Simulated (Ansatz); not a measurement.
A search over several starts for the lowest SCF solution of InPH₃F₃⁻, that is In(PF3)H3 with one electron more at the given spin, in a small basis.

```yaml
crystal:
  periodic: [false, false, false]
  atoms:
    - {symbol: In, position_ang: [0.034266, -0.039506, -1.672147]}
    - {symbol: P, position_ang: [-0.027050, 0.025365, 1.156326]}
    - {symbol: F, position_ang: [-1.430327, 0.114460, 1.894780]}
    - {symbol: F, position_ang: [0.717166, 1.215219, 1.899415]}
    - {symbol: F, position_ang: [0.595973, -1.193866, 1.960819]}
    - {symbol: H, position_ang: [1.764835, -0.092922, -1.703658]}
    - {symbol: H, position_ang: [-0.781391, 1.482876, -1.794123]}
    - {symbol: H, position_ang: [-0.873472, -1.511627, -1.741412]}
basis:
  gaussian: {orbitals: def2-SVP}
total_charge: -1
magnetization: {spin_polarized: true, initial_magnetization: 1}
hamiltonian: {xc: pbe0, dispersion: d4}
output: {orbitals: {seedname: orbitals}}
```

```sh
$ ansatz run in.yaml --threads 4 --pin off --events-out ev --progress --plain --max-ram 3916MiB
```

Shortened log:

```
Functional definition: PBE0
1035 factors; integrals over basis functions are off by at most 5.4e-4 eV
mean field evaluation 1: about -22635.8687 eV, gradient 2.7e1 eV
mean field evaluation 2: about -22612.2247 eV, gradient 6.3e1 eV
mean field evaluation 4: about -22641.5027 eV, gradient 3.5e0 eV
mean field evaluation 8: about -22641.6355 eV, gradient 4.6e-1 eV
mean field evaluation 16: about -22641.6406 eV, gradient 4.4e-2 eV
mean field evaluation 32: about -22641.6471 eV, gradient 1.1e-5 eV
mean field evaluation 64: about -22641.6395 eV, gradient 1.1e-1 eV
mean field -22641.64707689 eV, -832.0651830162 hartree, gradient 3.9e-6 eV, S^2 0.755607; 6 other end points of the search recorded, 0 dependent functions left out
reference -22641.64711579 eV, -832.0651844458 hartree; 34, 33 occupied and 67, 68 virtual orbitals, 1035 factors
Total energy: -22641.81226979 eV, -832.0712537433 hartree
```

It took 31 s on 4 threads of Intel Xeon on a shared host.

Other converged states that the search met: 0.01 eV higher (⟨S²⟩ = 0.76).

In the def2 sets In takes a core potential; there is no spin–orbit coupling. The highest occupied level of the charge -1 doublet lies above zero (up to 2.38 eV). By energy differences it is unbound by 0.64 eV (vertical, against the charge 0 singlet, at LC-ωPBE (ω = 0.30 bohr⁻¹)/def2-TZVP) and held by the finite basis.
